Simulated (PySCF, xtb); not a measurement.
C2H7BO. Atoms are numbered in the order given.

```xyz
11

B     -0.4530    -0.5278     0.0000
H     -1.6526    -0.3025     0.0000
C      0.1143    -1.9860     0.0000
H     -0.2629    -2.5377     0.8782
H     -0.2629    -2.5377    -0.8782
H      1.2131    -2.0247     0.0000
O      0.3946     0.5195     0.0000
C     -0.0335     1.8557     0.0000
H      0.3613     2.3676    -0.8915
H      0.3613     2.3676     0.8915
H     -1.1337     1.9316     0.0000
```
Charge 0, spin multiplicity 1.

The structure is a stationary point at PBE0-D3(BJ)/def2-SVP. One conformer was computed; it need not be the lowest.

Calculation: PySCF with IEF-PCM-B3LYP/def2-SVP.

The values are the electrostatic part of the solvation free energy, E(continuum) − E(gas) at the gas-phase geometry, in a cavity of scaled van der Waals radii (PySCF's table); cavitation and dispersion terms are not included. In vacuum the orbital gap is 8.25 eV. The dipole moment in vacuum is 1.11 D.

Computed values in water (ε = 78.36), benzene (ε = 2.27), n-hexane (ε = 1.88):
```json
[
 {"solvent": "water", "ε": "78.36", "ΔG(elec) (kcal/mol)": "-1.8", "dipole (D)": "1.32", "gap (eV)": "8.29"},
 {"solvent": "benzene", "ε": "2.27", "ΔG(elec) (kcal/mol)": "-0.8", "dipole (D)": "1.20", "gap (eV)": "8.27"},
 {"solvent": "n-hexane", "ε": "1.88", "ΔG(elec) (kcal/mol)": "-0.6", "dipole (D)": "1.19", "gap (eV)": "8.26"}
]
```

For comparison, GFN2-xTB/ALPB(water) (xtb, at the GFN2-xTB geometry, all terms of that model) gives -1.4 kcal/mol.
